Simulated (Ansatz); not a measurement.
Basis-set extrapolation for C6H4N2, SMILES `N#Cc1cccnc1` (PBE0-D4/def2-TZVP geometry, frozen core, the Gaussian-basis code of Ansatz). Multiplicity 1, RHF reference.

|  | def2-TZVPP | def2-QZVPP |
| --- | --- | --- |
| HF | -338.548505 | -338.562037 |
| MP2 correlation | -1.299248 | -1.383779 |
| CCSD(T) correlation | -1.383121 | not run |

Energies in hartree. Use E(X) = E(∞) + A·exp(−7.88·√X) for Hartree–Fock and E(X) = E(∞) + B·X^(−2.97) for correlation, with X = 3 and 4, and add CCSD(T) minus MP2 of the smaller set to the MP2 limit.

**Question.** What is the CCSD(T) energy at the basis-set limit?

**Answer.** HF limit: -338.562037 + (-0.013532) × 0.13774 = -338.56390. MP2 limit: -1.383779 + (-0.084531) × 0.74074 = -1.44639. Higher-order term: -1.383121 − (-1.299248) = -0.08387. Total: -340.09416 hartree, 4.42 eV below CCSD(T)/def2-TZVPP.
